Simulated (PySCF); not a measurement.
Computed shifts of a molecule C₂H₈GeO, PBE0/pcSseg-1 run with PySCF, GIAO, gas phase, equivalent atoms averaged, in ppm (number of nuclei): ¹³C: 4.4 (2). ¹H: 5.36 (1), 0.67 (6), -0.05 (1). References: ⁷³Ge against GeH4 (σ = 1658.3 ppm); ¹³C against TMS (σ = 186.3 ppm); ¹⁷O against H2O (σ = 334.2 ppm); ¹H against TMS (σ = 31.56 ppm), references at their B3LYP-D3(BJ)/def2-TZVP geometries, non-relativistic. Geometry optimised at B3LYP-D3(BJ)/def2-SVP. Other conformers were not sampled.

### Question
Pick the molecule that these values belong to.
A. CO[CH2][GeH3]
B. [CH3][GeH]([CH3])[OH]
C. CC[O][GeH3]
D. OC[CH2][GeH3]

### Answer
B, [CH3][GeH]([CH3])[OH]
